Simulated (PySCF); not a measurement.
# Basis and Hamiltonian dependence of the excitation energy of F²⁺

F²⁺ [He] 2s2 2p3 (4S) → F²⁺ [He] 2s1 2p3 3d1 (6D). All values are computed (PySCF 2.14, energy differences of UHF-based or UKS calculations, no spin-orbit coupling). Values in eV.

```
                                                              basis       Hamiltonian  functions     UHF  r2SCAN    PBE0  MP2 (valence)
                                                         dyall-av2z  non-relativistic         42  61.970  62.895  63.360         63.591
                                                    aug-cc-pCVTZ-DK     spin-free X2C         59  57.540  58.576  59.032         59.379
                                                         dyall-av3z  non-relativistic         71  57.621  58.640  59.108         59.489
aug-cc-pVQZ with one added diffuse shell each of s, p, d, f, g type  non-relativistic        105  54.833  56.108  56.549         56.850
```

Frozen in the all-electron rows: valence: 1s2.

At MP2 (valence), dyall-av2z, aug-cc-pVQZ with one added diffuse shell each of s, p, d, f, g type lie more than 0.3 eV from the median of the rows with comparable relativity.
